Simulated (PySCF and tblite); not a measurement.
The numbers below are computed, except where a source is named.
System: C6H8F2, numbered as in [CH2:1]=[C:2](/[CH:3]=[CH:4]/[CH2:5][F:6])[CH2:7][F:8].

For the rotation about the C2–C3 bond (torsion C1–C2–C3–C4 from -180° to -10°, rising): electronic barrier 4.87 kcal/mol, zero-point change -0.43 kcal/mol, thermal and entropy terms at 200 K a further 0.15 kcal/mol (symmetry numbers apart). The minimum is Cs, the saddle C1. The path came from a restrained scan, a climbing-image band and a saddle search at GFN2-xTB; energies are PBE0/pcSseg-1 + D3(BJ)//GFN2-xTB, thermal terms GFN2-xTB. Rates follow Eyring's equation with the number of equivalent paths and no tunnelling. Run with tblite and PySCF.

Q: How many equivalent paths lead out of the minimum?

A: 2: the symmetry number of the minimum is 1, that of the saddle displaced along its mode 1, and the displaced saddle is chiral while the minimum is not, which doubles the count.

Q: Work out the rate at 200 K.

A: ΔG‡ = 4.59 kcal/mol; k_B T/h = 4.2×10¹² s⁻¹; exp(−ΔG‡/RT) = 9.6×10⁻⁶; times 2 gives k = 8×10⁷ s⁻¹. Wigner's tunnelling factor for the 84i cm⁻¹ mode would be 1.01.
